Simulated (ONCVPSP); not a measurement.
**u(r) = r·R(r): atom against pseudo-atom (Co (Z = 27))**

Columns: radius, all-electron u(r) and pseudo u(r) of the 3p shell (level -65.51 eV) of cobalt in the configuration [Ne] 3s2 3p6 3d7 4s2; LDA (Perdew-Zunger), scalar-relativistic, ONCV scheme, ONCVPSP 4.0.1.

```csv
r (bohr),all-electron,pseudo
0.062,-0.3718,0.0271
0.125,-0.6235,0.1072
0.188,-0.5144,0.2319
0.250,-0.2026,0.3859
0.312,0.1677,0.5558
0.375,0.5156,0.7285
0.438,0.7943,0.8857
0.500,0.9900,1.0130
0.562,1.1136,1.1054
0.625,1.1767,1.1602
0.688,1.1908,1.1770
0.750,1.1695,1.1613
0.812,1.1240,1.1204
0.875,1.0617,1.0605
0.938,0.9898,0.9895
1.000,0.9146,0.9143
1.062,0.8385,0.8382
1.125,0.7626,0.7623
1.188,0.6898,0.6895
1.250,0.6222,0.6219
1.312,0.5592,0.5589
1.375,0.5001,0.4998
1.438,0.4461,0.4458
1.500,0.3976,0.3974
1.562,0.3538,0.3536
1.625,0.3137,0.3135
```

Problem. How many radial nodes do the two functions have?

Solution. The all-electron 3p function has n − l − 1 = 1; the pseudo-wave has 0, since the states of the same l below it are removed with the core.

Problem. At about which radius was the pseudo-wave matched?

Solution. 1.05 bohr. The columns agree to 0.0005 from 0.94 bohr on; several derivatives are matched, so the curves merge somewhat inside the radius.

Problem. Is the pseudo-wave norm-conserving?

Solution. Yes: the ONCV scheme keeps the norm inside the radius equal to the all-electron one, which fixes the energy derivative of the logarithmic derivative at the level.
